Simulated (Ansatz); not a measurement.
Ansatz (a quantum-chemistry and plane-wave program) input for heptafluorocyclopentane (C5H3F7), SMILES FC1CC(F)(F)C(F)(F)C1(F)F, PBE-D3(BJ)/def2-SVP. 

Ansatz 0.2 input:
```yaml
crystal:
  periodic: [false, false, false]
  atoms:
    - {symbol: F, position_ang: [2.01112323, -0.45869987, -0.93599016]}
    - {symbol: C, position_ang: [1.56995253, -0.24006990, 0.33800928]}
    - {symbol: C, position_ang: [0.65430582, -1.36602210, 0.78034620]}
    - {symbol: C, position_ang: [-0.67637931, -1.10428486, 0.08135477]}
    - {symbol: F, position_ang: [-0.78361472, -1.81865537, -1.04943374]}
    - {symbol: F, position_ang: [-1.72141126, -1.40933550, 0.86564728]}
    - {symbol: C, position_ang: [-0.69404343, 0.42458403, -0.26891370]}
    - {symbol: F, position_ang: [-1.75302383, 1.03399609, 0.26429023]}
    - {symbol: F, position_ang: [-0.70188557, 0.60321037, -1.59044257]}
    - {symbol: C, position_ang: [0.63206124, 0.96626143, 0.32003486]}
    - {symbol: F, position_ang: [1.10841802, 2.00399053, -0.36161066]}
    - {symbol: F, position_ang: [0.40840296, 1.33939634, 1.59706433]}
    - {symbol: H, position_ang: [2.42917870, -0.06377311, 1.00323269]}
    - {symbol: H, position_ang: [0.49240334, -1.30835487, 1.86531495]}
    - {symbol: H, position_ang: [1.05095774, -2.35580653, 0.52074173]}
basis:
  gaussian:
    orbitals: def2-SVP
hamiltonian:
  xc: pbe
  dispersion: d3bj
relax: {f_tol: 0.002, max_steps: 200}
```

It prints:

```
WARN ansatz: RAYON_NUM_THREADS=2 ignored (pool sized by the plan → 2); use --threads N
Functional definition: PBE
integrals: 0.18 GiB planned
2000 factors; their error is unknown
mean field: 0.90 GiB planned
mean field evaluation 1: about -24203.0019 eV, gradient 5.7e1 eV
mean field evaluation 2: about -24199.0966 eV, gradient 7.1e1 eV
mean field evaluation 4: about -24209.0699 eV, gradient 4.4e0 eV
mean field evaluation 8: about -24209.1040 eV, gradient 1.4e-1 eV
mean field evaluation 16: about -24208.9465 eV, gradient 3.3e-3 eV
mean field -24208.94653896 eV, -889.6623758935 hartree, gradient 3.8e-5 eV, S^2 0.000000; 0 other end points of the search recorded, 0 dependent functions left out
the calculation of the forces begins
reference -24208.94656165 eV, -889.6623767271 hartree; 48, 48 occupied and 135, 135 virtual orbitals, 2000 factors
relax step   1: F+E_penalty+E_count = -24209.32447478 eV  Δ(F+E_penalty+E_count) = +0.000e0 eV  max|allowed force component| = 8.681e-1 eV/Å  Δτ_max = 0.0000 Å  (30 SCF iters, accepted)
these checks for a lower state are left out or cut short: starts, cluster_reference, orbital_swaps, neighbouring_geometries, increment
integrals: 0.18 GiB planned
2000 factors; their error is unknown
mean field: 0.90 GiB planned
mean field -24209.00611333 eV, -889.6645652112 hartree, gradient 9.7e-6 eV, S^2 0.000000; 0 other end points of the search recorded, 0 dependent functions left out
the calculation of the forces begins
reference -24209.00613609 eV, -889.6645660477 hartree; 48, 48 occupied and 135, 135 virtual orbitals, 2000 factors
relax step   2: F+E_penalty+E_count = -24209.38164572 eV  Δ(F+E_penalty+E_count) = -5.717e-2 eV  max|allowed force component| = 3.267e-1 eV/Å  Δτ_max = 0.0168 Å  (31 SCF iters, accepted)
these checks for a lower state are left out or cut short: starts, cluster_reference, orbital_swaps, neighbouring_geometries, increment
integrals: 0.18 GiB planned
2000 factors; their error is unknown
mean field: 0.90 GiB planned
mean field evaluation 32: about -24209.0172 eV, gradient 3.0e-3 eV
mean field -24209.01718462 eV, -889.6649720737 hartree, gradient 1.0e-5 eV, S^2 0.000000; 0 other end points of the search recorded, 0 dependent functions left out
the calculation of the forces begins
reference -24209.01720744 eV, -889.6649729122 hartree; 48, 48 occupied and 135, 135 virtual orbitals, 2000 factors
relax step   3: F+E_penalty+E_count = -24209.39128681 eV  Δ(F+E_penalty+E_count) = -9.641e-3 eV  max|allowed force component| = 3.754e-2 eV/Å  Δτ_max = 0.0118 Å  (31 SCF iters, accepted)
these checks for a lower state are left out or cut short: starts, cluster_reference, orbital_swaps, neighbouring_geometries, increment
integrals: 0.18 GiB planned
2000 factors; their error is unknown
mean field: 0.90 GiB planned
mean field -24209.01727621 eV, -889.6649754394 hartree, gradient 1.0e-5 eV, S^2 0.000000; 0 other end points of the search recorded, 0 dependent functions left out
the calculation of the forces begins
reference -24209.01729903 eV, -889.6649762779 hartree; 48, 48 occupied and 135, 135 virtual orbitals, 2000 factors
relax step   4: F+E_penalty+E_count = -24209.39136273 eV  Δ(F+E_penalty+E_count) = -7.592e-5 eV  max|allowed force component| = 1.819e-2 eV/Å  Δτ_max = 0.0014 Å  (32 SCF iters, accepted)
these checks for a lower state are left out or cut short: starts, cluster_reference, orbital_swaps, neighbouring_geometries, increment
integrals: 0.18 GiB planned
2000 factors; their error is unknown
mean field: 0.90 GiB planned
mean field -24209.01731728 eV, -889.6649769486 hartree, gradient 1.0e-5 eV, S^2 0.000000; 0 other end points of the search recorded, 0 dependent functions left out
the calculation of the forces begins
reference -24209.01734009 eV, -889.6649777870 hartree; 48, 48 occupied and 135, 135 virtual orbitals, 2000 factors
relax step   5: F+E_penalty+E_count = -24209.39139179 eV  Δ(F+E_penalty+E_count) = -2.906e-5 eV  max|allowed force component| = 5.988e-3 eV/Å  Δτ_max = 0.0054 Å  (32 SCF iters, accepted)
these checks for a lower state are left out or cut short: starts, cluster_reference, orbital_swaps, neighbouring_geometries, increment
integrals: 0.18 GiB planned
2000 factors; their error is unknown
mean field: 0.89 GiB planned
mean field -24209.01733858 eV, -889.6649777315 hartree, gradient 1.0e-5 eV, S^2 0.000000; 0 other end points of the search recorded, 0 dependent functions left out
the calculation of the forces begins
reference -24209.01736139 eV, -889.6649785697 hartree; 48, 48 occupied and 135, 135 virtual orbitals, 2000 factors
relax step   6: F+E_penalty+E_count = -24209.39140745 eV  Δ(F+E_penalty+E_count) = -1.566e-5 eV  max|allowed force component| = 8.621e-3 eV/Å  Δτ_max = 0.0049 Å  (32 SCF iters, accepted)
these checks for a lower state are left out or cut short: starts, cluster_reference, orbital_swaps, neighbouring_geometries, increment
integrals: 0.18 GiB planned
2000 factors; their error is unknown
mean field: 0.89 GiB planned
mean field -24209.01735840 eV, -889.6649784600 hartree, gradient 1.0e-5 eV, S^2 0.000000; 0 other end points of the search recorded, 0 dependent functions left out
the calculation of the forces begins
reference -24209.01738120 eV, -889.6649792979 hartree; 48, 48 occupied and 135, 135 virtual orbitals, 2000 factors
relax step   7: F+E_penalty+E_count = -24209.39142686 eV  Δ(F+E_penalty+E_count) = -1.940e-5 eV  max|allowed force component| = 1.600e-2 eV/Å  Δτ_max = 0.0086 Å  (31 SCF iters, accepted)
these checks for a lower state are left out or cut short: starts, cluster_reference, orbital_swaps, neighbouring_geometries, increment
integrals: 0.18 GiB planned
2000 factors; their error is unknown
mean field: 0.89 GiB planned
mean field evaluation 64: about -24209.1761 eV, gradient 5.5e-3 eV
mean field -24209.01738036 eV, -889.6649792667 hartree, gradient 1.0e-5 eV, S^2 0.000000; 0 other end points of the search recorded, 0 dependent functions left out
the calculation of the forces begins
reference -24209.01740313 eV, -889.6649801036 hartree; 48, 48 occupied and 135, 135 virtual orbitals, 2000 factors
relax step   8: F+E_penalty+E_count = -24209.39145218 eV  Δ(F+E_penalty+E_count) = -2.532e-5 eV  max|allowed force component| = 1.747e-2 eV/Å  Δτ_max = 0.0155 Å  (31 SCF iters, accepted)
these checks for a lower state are left out or cut short: starts, cluster_reference, orbital_swaps, neighbouring_geometries, increment
integrals: 0.18 GiB planned
2000 factors; their error is unknown
mean field: 0.89 GiB planned
mean field -24209.01738234 eV, -889.6649793398 hartree, gradient 1.0e-5 eV, S^2 0.000000; 0 other end points of the search recorded, 0 dependent functions left out
the calculation of the forces begins
reference -24209.01740510 eV, -889.6649801759 hartree; 48, 48 occupied and 135, 135 virtual orbitals, 2000 factors
relax step   9: F+E_penalty+E_count = -24209.39146294 eV  Δ(F+E_penalty+E_count) = -1.077e-5 eV  max|allowed force component| = 8.096e-3 eV/Å  Δτ_max = 0.0080 Å  (31 SCF iters, accepted)
these checks for a lower state are left out or cut short: starts, cluster_reference, orbital_swaps, neighbouring_geometries, increment
integrals: 0.18 GiB planned
2000 factors; their error is unknown
mean field: 0.89 GiB planned
mean field -24209.01737960 eV, -889.6649792389 hartree, gradient 1.0e-5 eV, S^2 0.000000; 0 other end points of the search recorded, 0 dependent functions left out
the calculation of the forces begins
reference -24209.01740234 eV, -889.6649800747 hartree; 48, 48 occupied and 135, 135 virtual orbitals, 2000 factors
relax step  10: F+E_penalty+E_count = -24209.39146544 eV  Δ(F+E_penalty+E_count) = -2.498e-6 eV  max|allowed force component| = 2.633e-3 eV/Å  Δτ_max = 0.0017 Å  (32 SCF iters, accepted)
these checks for a lower state are left out or cut short: starts, cluster_reference, orbital_swaps, neighbouring_geometries, increment
integrals: 0.18 GiB planned
2000 factors; their error is unknown
mean field: 0.89 GiB planned
mean field -24209.01737681 eV, -889.6649791365 hartree, gradient 1.0e-5 eV, S^2 0.000000; 0 other end points of the search recorded, 0 dependent functions left out
the calculation of the forces begins
reference -24209.01739956 eV, -889.6649799725 hartree; 48, 48 occupied and 135, 135 virtual orbitals, 2000 factors
relax step  11: F+E_penalty+E_count = -24209.39146653 eV  Δ(F+E_penalty+E_count) = -1.090e-6 eV  max|allowed force component| = 1.232e-3 eV/Å  Δτ_max = 0.0018 Å  (32 SCF iters, accepted)
integrals: 0.18 GiB planned
2000 factors; their error is unknown
mean field: 0.89 GiB planned
mean field evaluation 96: about -24209.0174 eV, gradient 1.0e-5 eV
mean field -24209.01737681 eV, -889.6649791365 hartree, gradient 1.0e-5 eV, S^2 0.000000; 1 other end points of the search recorded, 0 dependent functions left out
the calculation of the forces begins
reference -24209.01739956 eV, -889.6649799725 hartree; 48, 48 occupied and 135, 135 virtual orbitals, 2000 factors
Total energy: -24209.39148928 eV, -889.6787275161 hartree
Atom 0 at     2.030154    -0.478120    -0.945898 Å, force    -0.000152     0.000071     0.000171 eV/Å
Atom 1 at     1.579297    -0.245353     0.340044 Å, force    -0.000044     0.000246     0.000874 eV/Å
Atom 2 at     0.652693    -1.371789     0.791336 Å, force    -0.000035    -0.000238    -0.000279 eV/Å
Atom 3 at    -0.678841    -1.115347     0.071204 Å, force    -0.000894     0.000485    -0.000314 eV/Å
Atom 4 at    -0.757451    -1.824048    -1.085953 Å, force     0.000427    -0.000282     0.000205 eV/Å
Atom 5 at    -1.746965    -1.447892     0.842301 Å, force    -0.000501    -0.000565     0.000560 eV/Å
Atom 6 at    -0.708090     0.432990    -0.263777 Å, force     0.001024    -0.000007     0.000685 eV/Å
Atom 7 at    -1.771944     1.037801     0.305957 Å, force     0.000048    -0.000277    -0.000206 eV/Å
Atom 8 at    -0.744427     0.632089    -1.598985 Å, force    -0.000194     0.000023    -0.000106 eV/Å
Atom 9 at     0.640051     0.975568     0.313837 Å, force    -0.000081     0.000258    -0.001232 eV/Å
Atom 10 at     1.125131     2.015080    -0.390668 Å, force     0.000251     0.000281     0.000054 eV/Å
Atom 11 at     0.428021     1.369875     1.606351 Å, force     0.000220    -0.000202     0.000279 eV/Å
Atom 12 at     2.444691    -0.066508     1.012090 Å, force     0.000090     0.000043    -0.000166 eV/Å
Atom 13 at     0.480177    -1.294593     1.881820 Å, force    -0.000141     0.000012    -0.000413 eV/Å
Atom 14 at     1.053950    -2.373317     0.549985 Å, force    -0.000018     0.000153    -0.000112 eV/Å
Dipole moment:     0.361420    -0.257050     0.413807 e Å
```

Self-consistency was reached.
